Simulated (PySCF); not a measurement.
An unknown shows these calculated signals:

1H NMR (300 MHz, computed): δ 7.80 (m, 1H), 7.65 (m, 1H), 6.57 (m, 1H), 5.18 (s, 1H), 4.15 (s, 3H), 3.85 (br s, 1H).

13C{1H} NMR (computed): δ 146.9 (CH), 137.2 (CH), 112.4 (CH), 52.1 (CH3).

Theoretical values (PySCF 2.14): GFN2-xTB structure, NMR shieldings at PBE0/pcSseg-1/GIAO. One averaged value for each set of equivalent atoms, no solvent model, one computed conformer, non-relativistic.

Scale: 1H and 13C against TMS (reference shieldings calculated alike).

**Question.** Which of these does the molecule contain: a heteroaromatic ring, a (CH3)2CH unit, a Si–H bond, an N-methyl group, an OH group, a CH3CH2 unit?

**Answer.** 
- A heteroaromatic ring: yes.
- A (CH3)2CH unit: no.
- A Si–H bond: yes (δH 5.18 (s)).
- An N-methyl group: no.
- An OH group: yes (δH 3.85 (br s)).
- A CH3CH2 unit: no.

The data belong to SMILES CO[Si@H](O)n1cccn1, C4H8N2O2Si; they needn't prove each group on their own.

Carbon signals by region: 3 in the sp2 and nitrile region (100–160 ppm), 1 at 50–100 ppm.

OH/NH shifts are gas-phase values; hydrogen bonding in solution moves them, usually downfield. Shifts are as computed. Against solution values, carbons near 30 ppm lie about +3 ppm off and those near 130 ppm about +5 ppm. Of 1211 compounds with measured shifts, 218 miss one by over three times the rms of a fit or turn the order of signals round; such compounds aren't used in these exercises. Multiplicities follow the n + 1 count of equivalent neighbours, as no J values were calculated; m marks all less simple cases, F and P coupling included.
